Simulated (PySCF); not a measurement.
**KPb⁺: frontier orbitals**

r²SCAN at R = 3.954 Å; K def2-SVPD, Pb def2-SVPD with ECP60; scalar-relativistic core potentials (PySCF 2.14). State: ³Π (triplet), unpaired electrons σ ↑, π ↑. Only the outer orbitals are listed, counted within each symmetry, core potentials removing the inner ones.

| spin | orbital | occ. | ε (eV) | on K (%) | main shells (%) |
| --- | --- | --- | --- | --- | --- |
| α | 9σ | 1 | -16.57 | 0 | 100 Pb s |
| α | 10σ | 1 | -8.32 | 10 | 88 Pb p |
| α | 5π | 1 | -7.83 | 1 | 98 Pb p |
| α | 5π | 0 | -7.37 | 2 | 98 Pb p |
| α | 11σ | 0 | -4.72 | 89 | 89 K s |
| α | 6π | 0 | -3.17 | 85 | 84 K p, 12 Pb d |
| β | 9σ | 1 | -15.27 | 0 | 100 Pb s |
| β | 5π | 0 | -6.42 | 1 | 98 Pb p |
| β | 10σ | 0 | -6.06 | 25 | 75 Pb p, 18 K s |
| β | 5π | 0 | -5.45 | 3 | 96 Pb p |

Q: Which are the highest filled and the lowest empty level, where do they sit, and how wide is the gap?

A: Highest filled α 5π at -7.83 eV (in %: 98 Pb p); lowest empty α 5π at -7.37 eV (in %: 98 Pb p); the gap at r²SCAN is 0.46 eV. Both belong to one degenerate shell, split only by its one-sided filling, so this is no excitation gap.

```
bond order (Mayer)                                                                                                 : 0.21
⟨S²⟩                                                                                                               : 2.005
charge on K (Mulliken, basis-dependent)                                                                            : 0.89
charge on K (Löwdin, basis-dependent)                                                                              : 0.78
dipole moment (positive dipole points towards Pb; it is taken about the centre of mass and depends on that origin) : -12.82 D
```

Spin–orbit coupling is left out, which matters for elements this heavy, above all for dissociation energies. The state was picked by a PBE0 search and need not be the measured ground state.
